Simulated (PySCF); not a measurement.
CAuClO, charge +1, doublet, at a GFN2-xTB geometry (such geometries of metal compounds can be far from the true shape) (the multiplicity is a formal guess) (core potentials on Au); B3LYP/def2-SV(P) (PySCF).

Input for PySCF:
```python
from pyscf import gto, scf, dft

mol = gto.M(
    atom='''
Au    0.00239240   -0.01334767    0.01704058
Cl   -0.20516636    1.64805585   -1.49815509
O     0.27817419   -2.28166469    2.03471600
C     0.17890579   -1.45152763    1.30745039
''',
    basis='def2-sv(p)',
    ecp={'Au': 'def2-sv(p)'},
    charge=1,
    spin=1,
    verbose=4,
)

mf = dft.UKS(mol)
mf.xc = 'b3lyp'
mf.kernel()
mf.analyze()
```

Q: Predict the main parts of the log of this PySCF run.

A: 
```
PySCF version 2.14.0

[INPUT] verbose = 4
[INPUT] num. atoms = 4
[INPUT] num. electrons = 49
[INPUT] charge = 1
[INPUT] spin (= nelec alpha-beta = 2S) = 1
[INPUT] symmetry False subgroup None
[INPUT] Mole.unit = angstrom
[INPUT] Symbol           X                Y                Z      unit          X                Y                Z       unit  Magmom
[INPUT]  1 Au     0.002392400000  -0.013347670000   0.017040580000 AA    0.004520980780  -0.025223440701   0.032202029204 Bohr   0.0
[INPUT]  2 Cl    -0.205166360000   1.648055850000  -1.498155090000 AA   -0.387708230374   3.114374194487  -2.831102812223 Bohr   0.0
[INPUT]  3 O      0.278174190000  -2.281664690000   2.034716000000 AA    0.525673034023  -4.311721372191   3.845055981271 Bohr   0.0
[INPUT]  4 C      0.178905790000  -1.451527630000   1.307450390000 AA    0.338082945199  -2.742989682939   2.470723158556 Bohr   0.0

nuclear repulsion = 182.512320458947
number of shells = 31
number of NR pGTOs = 134
number of NR cGTOs = 71
basis = def2-sv(p)
ecp = {'Au': 'def2-sv(p)'}

******** <class 'pyscf.dft.uks.UKS'> ********
method = UKS
initial guess = minao
damping factor = 0
level_shift factor = 0
DIIS = <class 'pyscf.scf.diis.CDIIS'>
diis_start_cycle = 1
diis_space = 8
diis_damp = 0
SCF conv_tol = 1e-09
SCF conv_tol_grad = None
SCF max_cycles = 50
direct_scf = True
direct_scf_tol = 1e-13
number electrons alpha = 25  beta = 24
XC library pyscf.dft.libxc version 7.1.2
    S. Lehtola, C. Steigemann, M. J. T. Oliveira, and M. A. L. Marques,  SoftwareX 7, 1–5 (2018)
XC functionals = b3lyp
    P. J. Stephens, F. J. Devlin, C. F. Chabalowski, and M. J. Frisch,  J. Phys. Chem. 98, 11623 (1994)
radial grids:
    Treutler-Ahlrichs [JCP 102, 346 (1995); DOI:10.1063/1.469408] (M4) radial grids

becke partition: Becke, JCP 88, 2547 (1988); DOI:10.1063/1.454033
pruning grids: <function nwchem_prune>
grids dens level: 3
symmetrized grids: False
atomic radii adjust function: <function treutler_atomic_radii_adjust>
small_rho_cutoff = 0
Set gradient conv threshold to 3.16228e-05
tot grids = 71392
init E= -697.774315170797

cycle= 1 E= -707.867143222814  delta_E= -10.1  |g|= 1.27  |ddm|= 7.26

cycle= 2 E= -695.217063195723  delta_E= 12.7  |g|= 4.32  |ddm|= 5.35
cycle= 3 E= -708.557047147842  delta_E= -13.3  |g|= 0.563  |ddm|=  4.2
cycle= 4 E= -708.605135284219  delta_E= -0.0481  |g|= 0.566  |ddm|= 1.17
cycle= 5 E= -708.761727690379  delta_E= -0.157  |g|= 0.125  |ddm|= 0.572
cycle= 6 E= -708.76518428081  delta_E= -0.00346  |g|= 0.107  |ddm|=  0.2
cycle= 7 E= -708.770190645115  delta_E= -0.00501  |g|= 0.0142  |ddm|= 0.0958
cycle= 8 E= -708.77029297964  delta_E= -0.000102  |g|= 0.00581  |ddm|= 0.0208
cycle= 9 E= -708.770310263657  delta_E= -1.73e-05  |g|= 0.00214  |ddm|= 0.00676
cycle= 10 E= -708.770313669408  delta_E= -3.41e-06  |g|= 0.000278  |ddm|= 0.0048
cycle= 11 E= -708.770313812584  delta_E= -1.43e-07  |g|= 0.000131  |ddm|= 0.00091
cycle= 12 E= -708.770313909129  delta_E= -9.65e-08  |g|= 7.08e-05  |ddm|= 0.00113
cycle= 13 E= -708.770313960125  delta_E= -5.1e-08  |g|= 3.31e-05  |ddm|= 0.00104
cycle= 14 E= -708.770313980119  delta_E= -2e-08  |g|= 2.5e-05  |ddm|= 0.000629
cycle= 15 E= -708.770313998808  delta_E= -1.87e-08  |g|= 1.3e-05  |ddm|= 0.000956
cycle= 16 E= -708.770314003169  delta_E= -4.36e-09  |g|= 5.19e-06  |ddm|= 0.000555
cycle= 17 E= -708.770314003578  delta_E= -4.08e-10  |g|= 2.9e-06  |ddm|= 0.000171
Extra cycle  E= -708.770314003595  delta_E= -1.77e-11  |g|= 4.01e-06  |ddm|= 1.45e-05
converged SCF energy = -708.770314003595  <S^2> = 0.75245078  2S+1 = 2.0024493
**** SCF Summaries ****
Total Energy =                        -708.770314003595331
Nuclear Repulsion Energy =             182.512320458946931
One-electron Energy =                -1377.874396781917540
Two-electron Energy =                  486.591762319375277
Two-electron Coulomb Energy =          541.330330254984915
DFT Exchange-Correlation Energy =      -54.738567935609616
**** MO energy ****
                             alpha | beta                alpha | beta
MO #1   energy= -101.813774724283  | -101.807670556846  occ= 1 | 1
MO #2   energy= -19.4883342262425  | -19.4878419023445  occ= 1 | 1
MO #3   energy= -10.5709342892713  | -10.571216916131   occ= 1 | 1
MO #4   energy= -9.76431232029182  | -9.75856776029303  occ= 1 | 1
MO #5   energy= -7.54007611719933  | -7.52161336147977  occ= 1 | 1
MO #6   energy= -7.5252531250427   | -7.52094096640719  occ= 1 | 1
MO #7   energy= -7.51937869596748  | -7.51587622399984  occ= 1 | 1
MO #8   energy= -4.46202062243088  | -4.45660498206263  occ= 1 | 1
MO #9   energy= -2.66153666023313  | -2.6529242925941   occ= 1 | 1
MO #10  energy= -2.62973026987812  | -2.62116837607219  occ= 1 | 1
MO #11  energy= -2.61946023611595  | -2.61740018814392  occ= 1 | 1
MO #12  energy= -1.40474821034672  | -1.403963077589    occ= 1 | 1
MO #13  energy= -1.10600650693587  | -1.0635665578929   occ= 1 | 1
MO #14  energy= -0.835451787350538 | -0.833267542730877 occ= 1 | 1
MO #15  energy= -0.764082969200751 | -0.761995760756824 occ= 1 | 1
MO #16  energy= -0.728626957614366 | -0.726347661725165 occ= 1 | 1
MO #17  energy= -0.726711378837643 | -0.725133075864003 occ= 1 | 1
MO #18  energy= -0.667921950695209 | -0.636354903774525 occ= 1 | 1
MO #19  energy= -0.643826013474585 | -0.633244031674003 occ= 1 | 1
MO #20  energy= -0.641896991474802 | -0.623265421850776 occ= 1 | 1
MO #21  energy= -0.596415644899751 | -0.584824358600587 occ= 1 | 1
MO #22  energy= -0.587808828167125 | -0.584573367802941 occ= 1 | 1
MO #23  energy= -0.587501982934988 | -0.554414248915905 occ= 1 | 1
MO #24  energy= -0.565644350408325 | -0.547104676413657 occ= 1 | 1
MO #25  energy= -0.549570802595074 | -0.478205081109991 occ= 1 | 0
MO #26  energy= -0.279242899572939 | -0.27652867071344  occ= 0 | 0
MO #27  energy= -0.276649014998449 | -0.275420812013498 occ= 0 | 0
MO #28  energy= -0.233488117881016 | -0.227959656711521 occ= 0 | 0
MO #29  energy= -0.15296022125086  | -0.150112462636375 occ= 0 | 0
MO #30  energy= -0.148573278289275 | -0.148488780210541 occ= 0 | 0
MO #31  energy= -0.0969512546781813 | -0.0965546274061035 occ= 0 | 0
MO #32  energy= -0.0732431990937253 | -0.0702976089526003 occ= 0 | 0
MO #33  energy= 0.0850659667540943 | 0.088296864415691  occ= 0 | 0

spin_pop of  0 Au 5s        0.00004
spin_pop of  0 Au 6s       -0.00913
spin_pop of  0 Au 7s       -0.00042
spin_pop of  0 Au 8s       -0.00004
spin_pop of  0 Au 9s       -0.00003
spin_pop of  0 Au 10s       -0.00003
spin_pop of  0 Au 5px       0.00002
spin_pop of  0 Au 5py      -0.00019
spin_pop of  0 Au 5pz      -0.00014
spin_pop of  0 Au 6px      -0.00011
spin_pop of  0 Au 6py      -0.00050
spin_pop of  0 Au 6pz      -0.00044
spin_pop of  0 Au 7px      -0.00047
spin_pop of  0 Au 7py      -0.00020
spin_pop of  0 Au 7pz      -0.00026
spin_pop of  0 Au 5dxy      0.04224
spin_pop of  0 Au 5dyz      0.04847
spin_pop of  0 Au 5dz^2     0.00451
spin_pop of  0 Au 5dxz      0.07195
spin_pop of  0 Au 5dx2-y2    0.00626
spin_pop of  0 Au 6dxy      0.00415
spin_pop of  0 Au 6dyz      0.00582
spin_pop of  0 Au 6dz^2    -0.00028
spin_pop of  0 Au 6dxz      0.00454
spin_pop of  0 Au 6dx2-y2   -0.00079
spin_pop of  1 Cl 1s       -0.00000
spin_pop of  1 Cl 2s       -0.00001
spin_pop of  1 Cl 3s        0.00202
spin_pop of  1 Cl 4s        0.00015
spin_pop of  1 Cl 2px       0.00003
spin_pop of  1 Cl 2py       0.00000
spin_pop of  1 Cl 2pz       0.00001
spin_pop of  1 Cl 3px       0.57527
spin_pop of  1 Cl 3py       0.06780
spin_pop of  1 Cl 3pz       0.14743
spin_pop of  1 Cl 4px       0.00254
spin_pop of  1 Cl 4py       0.00048
spin_pop of  1 Cl 4pz       0.00088
spin_pop of  1 Cl 3dxy      0.00002
spin_pop of  1 Cl 3dyz     -0.00011
spin_pop of  1 Cl 3dz^2    -0.00005
spin_pop of  1 Cl 3dxz      0.00015
spin_pop of  1 Cl 3dx2-y2    0.00013
spin_pop of  2 O 1s       -0.00000
spin_pop of  2 O 2s        0.00033
spin_pop of  2 O 3s       -0.00002
spin_pop of  2 O 2px       0.01384
spin_pop of  2 O 2py       0.00169
spin_pop of  2 O 2pz       0.00375
spin_pop of  2 O 3px       0.00066
spin_pop of  2 O 3py       0.00008
spin_pop of  2 O 3pz       0.00021
spin_pop of  2 O 3dxy      0.00006
spin_pop of  2 O 3dyz     -0.00000
spin_pop of  2 O 3dz^2     0.00003
spin_pop of  2 O 3dxz      0.00004
spin_pop of  2 O 3dx2-y2    0.00000
spin_pop of  3 C 1s        0.00000
spin_pop of  3 C 2s       -0.00358
spin_pop of  3 C 3s       -0.00026
spin_pop of  3 C 2px       0.00290
spin_pop of  3 C 2py      -0.00104
spin_pop of  3 C 2pz      -0.00049
spin_pop of  3 C 3px       0.00640
spin_pop of  3 C 3py       0.00068
spin_pop of  3 C 3pz       0.00179
spin_pop of  3 C 3dxy      0.00056
spin_pop of  3 C 3dyz      0.00004
spin_pop of  3 C 3dz^2     0.00030
spin_pop of  3 C 3dxz      0.00030
spin_pop of  3 C 3dx2-y2    0.00001
In total            25.00000 | 24.00000

WARN: System has nonzero charge 1; the dipole moment is origin-dependent.
Location of origin: [0. 0. 0.]

Dipole moment(X, Y, Z, Debye):  0.01265, -0.13261,  0.11300
```
